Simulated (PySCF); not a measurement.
Job for PySCF: R-HF/3-21G on C3H4O (SMILES [CH2]C([CH2])=O), 2S+1 = 1, a spin state set in the input, which need not be the lowest.

```python
from pyscf import gto, scf, dft, mp
from pyscf.data.elements import chemcore

mol = gto.M(
    atom='''
    C     1.04801593   -0.72610934    0.53613549
    C     0.02120518    0.11927409   -0.03386976
    C    -1.26924985   -0.51827856   -0.18277195
    O     0.22937382    1.29017289   -0.36636490
    H     2.04155011   -0.32312840    0.68011012
    H     0.84911947   -1.74994766    0.82214096
    H    -2.09055781    0.04747183   -0.60183310
    H    -1.43492990   -1.54509599    0.11353856
    ''',
    basis='3-21g',
    charge=0, spin=0, verbose=3, max_memory=1800)
mf = scf.RHF(mol)
mf.conv_tol = 1e-8
mf.max_cycle = 100
mf.kernel()
if not mf.converged:
    mf = mf.newton().run(mf.mo_coeff, mf.mo_occ)
```

Predict the final total energy.

-189.5539 hartree.
